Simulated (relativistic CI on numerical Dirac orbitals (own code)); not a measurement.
Hyperfine structure of Pd34+, mass number 105

Method of calculation: Dirac-Coulomb-Breit CI, separate exchange-only KLI orbitals for each configuration, a model potential for QED, unscaled Slater integrals (own radial code, finite nucleus).

Configuration list (outside the closed core [Ne]): 3s2, 3s.3p, 3p2, 3s.3d, 3d2, 3p.3d, 3p.4s, 3d.4s, 3s.4s, 3s.4p, 3s.4d, 3s.4f, 3s.5s, 3s.5p, 3s.5d, 3s.5f. Levels of other configurations are missing.

Nuclear spin I = 5/2, μ = -0.642 μN, Q = 0.66 b (tables of Stone and Pyykkö). The electronic factors are computed for point nuclear moments, without core polarisation or the Bohr-Weisskopf and QED corrections.

```
      Level  E (cm⁻¹)  A (GHz)  B (GHz)
3s.3p 3P°_1    603101   -125.9    -17.8
3s.3p 3P°_2    876379   -61.02     52.9
3s.3p 1P°_1   1061985    27.12     43.6
   3p2 1D_2   1597544   -23.43       49
   3p2 3P_1   1604696    2.907     26.5
 3s.3d 3D_1   1832105    46.04     4.48
 3s.3d 3D_2   1846471   -42.12    -2.86
 3s.3d 3D_3   1900067   -37.16     12.1
```

Levels with J = 0, under 50 % of one LS term, or S terms without an open s electron are left out. Small factors come from cancelling terms and can be off by tens of per cent or more.

At this charge energies of transitions that change n are usually good to better than 1 %, and those within a shell (Δn = 0) to a few per cent.

**Question.** Give the hyperfine levels of 3s.3p 3P°_1 relative to its centre of gravity.

**Answer.** With K = F(F + 1) − I(I + 1) − J(J + 1), E = AK/2 + B[¾K(K + 1) − I(I + 1)J(J + 1)]/[2I(2I − 1)J(2J − 1)]: F = 3/2: 428.1, F = 5/2: 140.1, F = 7/2: -319.2 GHz.

LS names give the leading component of a level, which can be under half, so a name can repeat, a term be missing and a line seem to break the LS rules.
